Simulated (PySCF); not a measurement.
BFH4O3Si, SMILES OB(O)O[SiH2]F.

The structure is a stationary point at PBE0-D3(BJ)/def2-SVP. The structure was generated by enumeration, and PubChem lists no compound with its InChIKey, so it may never have been made. The values are those of a single conformer.

All values below come from M06-2X/def2-TZVP (PySCF).

Question: Estimate the frontier levels, gap, dipole moment and polarisability. (An estimate is asked for; the answer gives what the named calculation found.)

Answer: 
```
Item                                                                                                            Result
---------------------------------------------------------------------------------------------  -----------------------
highest occupied level                                                                                       -11.06 eV
lowest empty level                                                                                             0.71 eV
orbital gap                                                                                                   11.77 eV
dipole moment                                                                                                   2.55 D
quadrupole, principal values (traceless, Buckingham form, about the centre of nuclear charge)  -13.47, 1.39, 12.08 D·Å
mean static polarisability                                                                        45.1 bohr³ (6.68 Å³)
polarisability, principal values                                                                36.8, 46.6, 51.8 bohr³
```
